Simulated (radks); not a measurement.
Results of a calculation; reference values are marked as such.
Q: Yb I, 70 electrons, occupied as [Xe] 4f14 6s2. Code: a radial shooting solver on a logarithmic mesh with Libxc functionals. Model: scalar-relativistic Kohn-Sham, PBE, spin-polarised, spherical densities, point nucleus; hard spherical wall at 3.5 bohr. Some entries of the table are withheld. Estimate them.

orbital,occ.,eigenvalue (eV),r(max) (bohr),<1/r> (bohr^-1)
1s,2,-61233.78,(1),80.67
2s,2,-10364.71,(2),18.80
2p,6,-9132.463,0.05756,17.26
3s,2,-2327.358,0.1994,6.947
3p,6,(3),0.1966,6.465
3d,10,-1504.159,0.1603,(4)
4s,2,-448.6879,0.4551,2.935
4p,6,-326.8189,0.4763,2.678
4d,10,-166.5215,0.4910,2.366
5s,2,-44.5055,1.074,1.086
5p,6,-17.4562,1.243,0.8933
4f,14,8.1309,0.4837,1.726
5d,0,12.9541,1.783,0.6458
6s,2,17.8081,2.377,0.6066
6p,0,(5),2.523,0.6406
7s,0,85.6974,2.894,0.7180

A: 
(1) 1s r(max) (bohr): 0.01237
(2) 2s r(max) (bohr): 0.07057
(3) 3p eigenvalue (eV): -1955.977
(4) 3d <1/r> (bohr^-1): 6.123
(5) 6p eigenvalue (eV): 31.0914
